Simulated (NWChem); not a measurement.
Everything below was run with NWChem. System: CH₆Hf, charge 0, spin multiplicity 1, at a geometry optimised with B3LYP/def2-SVP with def2 effective core potentials on Hf. The structure started from a generated list of species. Level: B3LYP/def2-TZVPP with def2 effective core potentials on Hf, VWN1-RPA local correlation.

Input file:

```
start mol
memory heap 200 mb stack 900 mb global 1100 mb
geometry units angstroms nocenter noautoz
  Hf     0.227647     0.012952     0.000000
  C     -1.956703    -0.111605     0.000000
  H     -2.325263    -0.649951     0.895516
  H     -2.325263    -0.649951    -0.895516
  H     -2.411811     0.898648     0.000000
  H      0.854704    -0.835808     1.530166
  H      0.854704    -0.835808    -1.530166
  H      0.702587     1.809987     0.000000
  symmetry group Cs
end
basis spherical
  * library def2-tzvpp
end
ecp
  Hf library def2-ecp
end
dft
  xc b3lyp
  semidirect memsize 60000000 filesize 0
  iterations 100
end
task dft energy
```

Part of the output:

```
             Northwest Computational Chemistry Package (NWChem) 7.3.0
             --------------------------------------------------------

                                NWChem Input Module
                                -------------------

 Scaling coordinates for geometry "geometry" by  1.889725989
 (inverse scale =  0.529177249)

 Turning off AUTOSYM since
 SYMMETRY directive was detected!

                             Geometry "geometry" -> ""
                             -------------------------

 Output coordinates in angstroms (scale by  1.889725989 to convert to a.u.)

  No.       Tag          Charge          X              Y              Z
 ---- ---------------- ---------- -------------- -------------- --------------
    1 Hf                  72.0000     0.22764700     0.01295200     0.00000000
    2 C                    6.0000    -1.95670300    -0.11160500     0.00000000
    3 H                    1.0000    -2.32526300    -0.64995100     0.89551600
    4 H                    1.0000    -2.32526300    -0.64995100    -0.89551600
    5 H                    1.0000    -2.41181100     0.89864800     0.00000000
    6 H                    1.0000     0.85470400    -0.83580800     1.53016600
    7 H                    1.0000     0.85470400    -0.83580800    -1.53016600
    8 H                    1.0000     0.70258700     1.80998700     0.00000000

 Effective nuclear repulsion energy (a.u.)     221.2088306201

            Nuclear Dipole moment (a.u.)
            ----------------------------
        X                 Y               Z
 ---------------- ---------------- ----------------
     0.0000453534     0.0000585815     0.0000000000

      Symmetry information
      --------------------

 Group name             Cs
 Group number              2
 Group order               2
 No. of unique centers     6

      Symmetry unique atoms

     1    2    3    5    6    8


 Summary of "ao basis" -> "" (spherical)
 ------------------------------------------------------------------------------
       Tag                 Description            Shells   Functions and Types
 ---------------- ------------------------------  ------  ---------------------
 *                         def2-tzvpp                 on all atoms

                                 NWChem DFT Module
                                 -----------------

 Summary of "ao basis" -> "ao basis" (spherical)
 ------------------------------------------------------------------------------
       Tag                 Description            Shells   Functions and Types
 ---------------- ------------------------------  ------  ---------------------
 Hf                        def2-tzvpp               16       56   6s4p3d2f1g
 C                         def2-tzvpp               11       31   5s3p2d1f
 H                         def2-tzvpp                6       14   3s2p1d

 Summary of "ao basis" -> "ao basis" (spherical)
 ------------------------------------------------------------------------------
       Tag                 Description            Shells   Functions and Types
 ---------------- ------------------------------  ------  ---------------------
 Hf                        def2-tzvpp               16       56   6s4p3d2f1g
 C                         def2-tzvpp               11       31   5s3p2d1f
 H                         def2-tzvpp                6       14   3s2p1d

      Symmetry analysis of basis
      --------------------------

        a'        105
        a"         66

            General Information
            -------------------
          SCF calculation type: DFT
          Wavefunction type:  closed shell.
          No. of atoms     :     8
          No. of electrons :    24
           Alpha electrons :    12
            Beta electrons :    12
          Charge           :     0
          Spin multiplicity:     1
          Use of symmetry is: on ; symmetry adaption is: on
          Maximum number of iterations: 100
          AO basis - number of functions:   171
                     number of shells:    63
          Convergence on energy requested:  1.00D-06
          Convergence on density requested:  1.00D-05
          Convergence on gradient requested:  5.00D-04

              XC Information
              --------------
                         B3LYP Method XC Potential
                     Hartree-Fock (Exact) Exchange  0.200
                        Slater Exchange Functional  0.800 local
                    Becke 1988 Exchange Functional  0.720 non-local
              Lee-Yang-Parr Correlation Functional  0.810
                  VWN I RPA Correlation Functional  0.190 local

             Grid Information
             ----------------
          Grid used for XC integration:  medium
          Radial quadrature: Mura-Knowles
          Angular quadrature: Lebedev.
          Tag              B.-S. Rad. Rad. Pts. Rad. Cut. Ang. Pts.
          ---              ---------- --------- --------- ---------
          Hf                  1.55      123          10.0       590
          C                   0.70       49          10.0       434
          H                   0.35       45          11.0       434
          Grid pruning is: on
          Number of quadrature shells:   352
          Spatial weights used:  Erf1

          Convergence Information
          -----------------------
          Convergence aids based upon iterative change in
          total energy or number of iterations.
          Levelshifting, if invoked, occurs when the
          HOMO/LUMO gap drops below (HL_TOL):  1.00D-02
          DIIS, if invoked, will attempt to extrapolate
          using up to (NFOCK): 10 stored Fock matrices.

                    Damping( 0%)  Levelshifting(0.5)       DIIS
                  --------------- ------------------- ---------------
          dE  on:    start            ASAP                start
          dE off:    2 iters        100 iters           100 iters

      Screening Tolerance Information
      -------------------------------
          Density screening/tol_rho:  1.00D-10
          AO Gaussian exp screening on grid/accAOfunc:  14
          CD Gaussian exp screening on grid/accCDfunc:  20
          XC Gaussian exp screening on grid/accXCfunc:  20
          Schwarz screening/accCoul:  1.00D-08

      Superposition of Atomic Density Guess
      -------------------------------------

 Sum of atomic energies:         -92.60364550

      Non-variational initial energy
      ------------------------------

 Total energy =     -88.271366
 1-e energy   =    -228.117787
 2-e energy   =      91.155965
 HOMO         =      -0.312035
 LUMO         =      -0.301723

      Symmetry analysis of molecular orbitals - initial
      -------------------------------------------------

  Numbering of irreducible representations:

     1 a'          2 a"

  Orbital symmetries:

     1 a'          2 a'          3 a'          4 a"          5 a'
     6 a'          7 a"          8 a'          9 a'         10 a'
    11 a"         12 a'         13 a'         14 a"         15 a'
    16 a'         17 a"         18 a'         19 a'         20 a"
    21 a'         22 a'

------------------------------------------------------------
EAF file 0: "./mol.aoints.0" size=524288 bytes
------------------------------------------------------------
               write      read    awrite     aread      wait
               -----      ----    ------     -----      ----
     calls:        1         0         0         0         0
   data(b): 5.24e+05  0.00e+00  0.00e+00  0.00e+00
   time(s): 0.00e+00  0.00e+00  0.00e+00  0.00e+00  0.00e+00
rate(mb/s): 0.00e+00  0.00e+00
------------------------------------------------------------

 Grid integrated density:      24.000026069212
 Requested integration accuracy:   0.10E-05

   convergence    iter        energy       DeltaE   RMS-Dens  Diis-err    time
 ---------------- ----- ----------------- --------- --------- ---------  ------
 d= 0,ls=0.0,diis     1    -88.2198484243 -1.37D+02  1.68D+00  4.81D+00     4.8
 d= 0,ls=0.0,diis     2    -88.7264781215 -5.07D-01  1.17D-02  6.25D+00     5.8
 d= 0,ls=0.0,diis     3    -89.6876472054 -9.61D-01  2.10D-03  1.82D-01     6.7
 d= 0,ls=0.0,diis     4    -89.7095673018 -2.19D-02  7.16D-04  2.20D-02     7.7
 d= 0,ls=0.0,diis     5    -89.7117097015 -2.14D-03  3.98D-04  6.51D-03     8.7
  Resetting Diis
 d= 0,ls=0.0,diis     6    -89.7126103711 -9.01D-04  7.48D-05  3.09D-04     9.8
 d= 0,ls=0.0,diis     7    -89.7126495462 -3.92D-05  2.91D-05  1.11D-05    10.8
 d= 0,ls=0.0,diis     8    -89.7126482995  1.25D-06  1.54D-05  2.17D-05    11.8
 d= 0,ls=0.0,diis     9    -89.7126511900 -2.89D-06  1.55D-06  2.20D-07    12.8
 d= 0,ls=0.0,diis    10    -89.7126512175 -2.75D-08  6.27D-07  9.70D-09    13.8

         Total DFT energy =      -89.712651217453
      One electron energy =     -230.251108533359
           Coulomb energy =      105.385347576806
    Exchange-Corr. energy =      -13.537346061749
 Nuclear repulsion energy =       48.690455800849

 Numeric. integr. density =       24.000014579566

     Total iterative time =     13.1s

                  Occupations of the irreducible representations
                  ----------------------------------------------

                     irrep           alpha         beta
                     --------     --------     --------
                     a'                9.0          9.0
                     a"                3.0          3.0

                       DFT Final Molecular Orbital Analysis
                       ------------------------------------

 Vector   10  Occ=2.000000D+00  E=-2.925617D-01  Symmetry=a'
              MO Center=  6.5D-01,  7.5D-01, -5.8D-10, r^2= 2.9D+00
   Bfn.  Coefficient  Atom+Function         Bfn.  Coefficient  Atom+Function
  ----- ------------  ---------------      ----- ------------  ---------------
   159      0.275594  8 H  s                160      0.213454  8 H  s
    21     -0.179622  1 Hf d  0              11     -0.167863  1 Hf py
   158      0.157820  8 H  s                131     -0.137605  6 H  s
   145     -0.137605  7 H  s                 26     -0.135752  1 Hf d  0
    19      0.122144  1 Hf d -2              23     -0.118991  1 Hf d  2

 Vector   11  Occ=2.000000D+00  E=-2.925531D-01  Symmetry=a"
              MO Center=  7.3D-01, -6.7D-01,  5.8D-10, r^2= 2.9D+00
   Bfn.  Coefficient  Atom+Function         Bfn.  Coefficient  Atom+Function
  ----- ------------  ---------------      ----- ------------  ---------------
   131      0.238560  6 H  s                145     -0.238560  7 H  s
    20     -0.199558  1 Hf d -1             132      0.184784  6 H  s
   146     -0.184784  7 H  s                 12     -0.168145  1 Hf pz
    25     -0.150746  1 Hf d -1              22     -0.146657  1 Hf d  1
   130      0.136614  6 H  s                144     -0.136614  7 H  s

 Vector   12  Occ=2.000000D+00  E=-2.878282D-01  Symmetry=a'
              MO Center= -1.1D+00, -6.6D-02, -1.4D-13, r^2= 2.5D+00
   Bfn.  Coefficient  Atom+Function         Bfn.  Coefficient  Atom+Function
  ----- ------------  ---------------      ----- ------------  ---------------
    62      0.321413  2 C  px                65      0.261795  2 C  px
    23      0.223823  1 Hf d  2              68      0.176022  2 C  px
    28      0.169652  1 Hf d  2              10      0.154935  1 Hf px
    21     -0.130522  1 Hf d  0              61      0.116159  2 C  s
    60      0.108973  2 C  s                 26     -0.098936  1 Hf d  0

 Vector   13  Occ=0.000000D+00  E=-6.894251D-02  Symmetry=a"
              MO Center=  3.9D-01,  2.1D-01, -1.7D-09, r^2= 2.5D+00
   Bfn.  Coefficient  Atom+Function         Bfn.  Coefficient  Atom+Function
  ----- ------------  ---------------      ----- ------------  ---------------
    20      0.376301  1 Hf d -1              22     -0.317516  1 Hf d  1
    25      0.277630  1 Hf d -1              30      0.264932  1 Hf d -1
    27     -0.248382  1 Hf d  1              32     -0.213324  1 Hf d  1
    18      0.144685  1 Hf pz                90      0.082938  3 H  s
   104     -0.082938  4 H  s                 12     -0.062690  1 Hf pz

 Vector   14  Occ=0.000000D+00  E=-6.892892D-02  Symmetry=a'
              MO Center=  4.1D-01, -1.6D-01,  1.7D-09, r^2= 2.5D+00
   Bfn.  Coefficient  Atom+Function         Bfn.  Coefficient  Atom+Function
  ----- ------------  ---------------      ----- ------------  ---------------
    19      0.356715  1 Hf d -2              21      0.309618  1 Hf d  0
    24      0.277154  1 Hf d -2              29      0.241084  1 Hf d -2
    26      0.227710  1 Hf d  0              31      0.218535  1 Hf d  0
    17      0.144639  1 Hf py                23      0.138849  1 Hf d  2
    28      0.100428  1 Hf d  2              33      0.099219  1 Hf d  2

 Vector   15  Occ=0.000000D+00  E=-4.415680D-02  Symmetry=a'
              MO Center=  8.5D-01,  4.7D-02,  1.0D-09, r^2= 3.9D+00
   Bfn.  Coefficient  Atom+Function         Bfn.  Coefficient  Atom+Function
  ----- ------------  ---------------      ----- ------------  ---------------
    16      0.716002  1 Hf px                61      0.479234  2 C  s
    23      0.289272  1 Hf d  2              10     -0.214179  1 Hf px
    28      0.185394  1 Hf d  2              33      0.182759  1 Hf d  2
     5     -0.172230  1 Hf s                 21     -0.167315  1 Hf d  0
    68     -0.167711  2 C  px               118     -0.145255  5 H  s

 center of mass
 --------------
 x =   0.12214107 y =   0.00693371 z =   0.00000000

 moments of inertia (a.u.)
 ------------------
          46.024015081954         -13.597877289458           0.000000000000
         -13.597877289458         283.931914272035           0.000000000000
           0.000000000000           0.000000000000         284.704064304374

     Multipole analysis of the density
     ---------------------------------

     L   x y z        total         alpha         beta         nuclear
     -   - - -        -----         -----         ----         -------
     0   0 0 0     -0.000000    -12.000000    -12.000000     24.000000

     1   1 0 0     -0.378308     12.716537     12.716537    -25.811382
     1   0 1 0     -0.021820      0.723333      0.723333     -1.468485
     1   0 0 1     -0.000000     -0.000000     -0.000000      0.000000

     2   2 0 0    -26.021980    -88.323294    -88.323294    150.624608
     2   1 1 0      0.116175     -3.591237     -3.591237      7.298649
     2   1 0 1      0.000000      0.000000      0.000000      0.000000
     2   0 2 0    -28.015877    -25.439614    -25.439614     22.863350
     2   0 1 1     -0.000000     -0.000000     -0.000000      0.000000
     2   0 0 2    -28.023450    -25.236855    -25.236855     22.450259

 Task  times  cpu:       13.8s     wall:       13.8s

 Total times  cpu:       13.8s     wall:       13.8s
```
